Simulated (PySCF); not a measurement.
Spin states of LiCa

Unrestricted PBE0; PySCF, no relativity, basis sets Li 6-31G(d,p), Ca 6-31G(d,p). Outer shells of the fragments: Li 2s1; Ca 4s2.

Followed along the bond (rough minima from three points):

```csv
2Ms+1,unpaired,⟨S²⟩ at the start,R at minimum (Å),Te (eV)
2,σ ↑,0.77,3.43,0.00
2,π ↑,0.88,2.94,0.67
4,"σ ↑↑, π ↑",3.75,3.21,1.51
2,δ ↑,0.81,3.21,1.53
```

Solutions found at the starting distance of 2.875 Å, counted from the lowest of them; the search is not exhaustive and high or unbound solutions are not listed, so other states can lie among these:

| 2Ms+1 | unpaired | term | E (eV) | ⟨S²⟩ | ⟨Lz²⟩ | μ (D) |
| --- | --- | --- | --- | --- | --- | --- |
| 2 | σ ↑ | ²Σ⁺ | 0.00 | 0.77 | 0.00 | -0.93 |
| 2 | π ↑ | ²Π | 0.47 | 0.88 | 1.02 | 0.08 |
| 4 | σ ↑↑, π ↑ | ⁴Π | 1.38 | 3.75 | 1.01 | -0.77 |
| 2 | δ ↑ | ²Δ | 1.41 | 0.81 | 4.00 | -0.41 |
| 4 | σ ↑, π ↑↑ | ⁴Σ⁻ | 1.91 | 3.75 | 0.00 | 3.26 |
| 2 | σ ↑↑, π ↓ | mixed | 1.96 | 1.75 | 1.02 | -0.82 |
| 4 | σ ↑↑↑ | ⁴Σ⁺ | 1.98 | 3.75 | 0.00 | 2.61 |
| 4 | σ ↑↑, δ ↑ | ⁴Δ | 2.42 | 3.75 | 4.00 | -0.98 |
| 2 | σ ↑, π ↑↓ | mixed | 2.45 | 1.75 | 2.02 | 2.80 |
| 4 | σ ↑, π ↑↑ | mixed | 2.49 | 3.75 | 2.01 | -2.49 |

A term symbol is given only where ⟨S²⟩ and ⟨Lz²⟩ are close to those of a pure state; real π, δ and φ orbitals otherwise mix terms. A positive dipole means Li(−)Ca(+).

Q: Compare the gap between the two lowest followed solutions at the starting distance with the gap between their minima.

A: At PBE0 the second solution (doublet, unpaired electrons π ↑) lies +0.47 eV from the first (doublet, unpaired electrons σ ↑) at 2.875 Å and +0.67 eV at the minima; the two curves relax by different amounts, since their minima lie near 2.94 and 3.43 Å.

Counting both spins, an empty level lies below a filled one in some of these solutions, because spin and occupation are held.
